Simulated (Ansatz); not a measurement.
Reaction (hydrogenolysis of the Si–Cl bond): `Cl[SiH2]C#[C][GeH3]` + H₂ → `[SiH3]C#[C][GeH3]` + HCl

Gas-phase electronic energies from Ansatz, PBE0-D4/def2-TZVP geometries. CCSD(T)/CBS is the MP2 limit (def2-TZVPP, def2-QZVPP) plus CCSD(T) − MP2 in def2-TZVPP, frozen cores. This one scheme is used for every species. Functionals use def2-TZVPP. B3LYP here is the variant with VWN-RPA as its local correlation; programs differ in this. For Ge outer-core shells are correlated without core-valence functions, which leaves a few kJ/mol of doubt a bond. Scalar relativity is left out up to krypton.

CCSD(T)/CBS gives +18.1 kcal/mol.

Q: Another level gave +17.7 kcal/mol. Which?
A. HF/def2-TZVPP
B. MP2/def2-TZVPP
C. B3LYP-D4/def2-TZVPP
D. BLYP/def2-TZVPP

A: C. B3LYP-D4 17.7, BLYP 16.0, HF/def2-TZVPP 14.9, MP2/def2-TZVPP 19.3 kcal/mol.

Largest T1 diagnostic among the species: 0.013.

Leaving LDA and LC-ωPBE aside and taking each functional with its dispersion term where it has one, the values, not all of them listed here, spread over 2.1 kcal/mol, from CAM-B3LYP-D4 to r2SCAN-D4. In def2-TZVPP, CCSD(T) changes the Hartree–Fock value by +1.8 kcal/mol (the triples alone add +0.8 kcal/mol) and MP2 by +4.4 kcal/mol.

CCSD(T)/CBS has its own doubt, a few kJ/mol and more with outer-core shells, so smaller differences from it don't rank the levels.
